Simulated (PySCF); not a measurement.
# Solvent effects on NMR parameters

Bonds (- single, = double, # triple, : aromatic): C1=C2 1.338 Å, C2-C3 1.464 Å, C3=C4 1.353 Å, C4-C5 1.485 Å, C3-C6 1.490 Å, C6=O7 1.185 Å, C6-Cl8 1.794 Å. C1 carries H9, H10; C2 carries H11; C4 carries H12; C5 carries H13, H14, H15. Stereochemistry as in C=C/C(=C/C)C(=O)Cl. H9 is cis to C3; H10 is trans to C3.

GIAO PBE0/pcSseg-1 in PySCF 2.14.0 with density-fitted response routines on one PBE0-D3(BJ)/def2-SVP conformer, non-relativistic, equivalent nuclei averaged. Solvents enter as an IEF-PCM continuum (benzene with ε = 2.3, water with ε = 78.4) around the gas-phase geometry. Shifts are referred to TMS computed in the same medium.

Gas phase, δ in ppm: C6 176.3, C4 147.3, C3 145.1, C2 141.9, C1 126.1, C5 18.0, H11 6.17, H9 5.88, H12 5.85, H10 5.66, H13/H14/H15 2.02. Dipole moment 3.12 D.

Question: How does each δ change in the continuum?

Answer: 
```json
{"atoms": "C6", "environment": "carbonyl carbon", "Δδ, benzene": "+1.5", "Δδ, water": "+3.5"}
{"atoms": "C4", "environment": "β carbon of a C=C–C=O unit", "Δδ, benzene": "+3.5", "Δδ, water": "+8.1"}
{"atoms": "C3", "environment": "α carbon of a C=C–C=O unit", "Δδ, benzene": "-0.3", "Δδ, water": "-0.8"}
{"atoms": "C2", "environment": "alkene CH", "Δδ, benzene": "+0.8", "Δδ, water": "+2.0"}
{"atoms": "C1", "environment": "terminal =CH2 carbon", "Δδ, benzene": "0.0", "Δδ, water": "-0.2"}
{"atoms": "C5", "environment": "allylic methyl carbon", "Δδ, benzene": "+0.6", "Δδ, water": "+1.4"}
{"atoms": "H11", "environment": "hydrogen on an alkene CH", "Δδ, benzene": "+0.13", "Δδ, water": "+0.33"}
{"atoms": "H9", "environment": "hydrogen on a terminal =CH2 carbon", "Δδ, benzene": "-0.02", "Δδ, water": "-0.04"}
{"atoms": "H12", "environment": "hydrogen on a β carbon of a C=C–C=O unit", "Δδ, benzene": "+0.26", "Δδ, water": "+0.62"}
{"atoms": "H10", "environment": "hydrogen on a terminal =CH2 carbon", "Δδ, benzene": "+0.07", "Δδ, water": "+0.14"}
{"atoms": "H13/H14/H15", "environment": "hydrogen on an allylic methyl carbon", "Δδ, benzene": "+0.05", "Δδ, water": "+0.10"}
```

Changes are relative to the gas phase. The dipole moment becomes 3.55 D in benzene, 4.13 D in water.

Question: Which nuclei move most (in ppm), and what does the model miss?

Answer: C4 (β carbon of a C=C–C=O unit, +8.1 ppm) in water. A continuum only polarises the solute; specific hydrogen bonds, the anisotropy of aromatic solvents and changes of geometry or conformer are outside it.
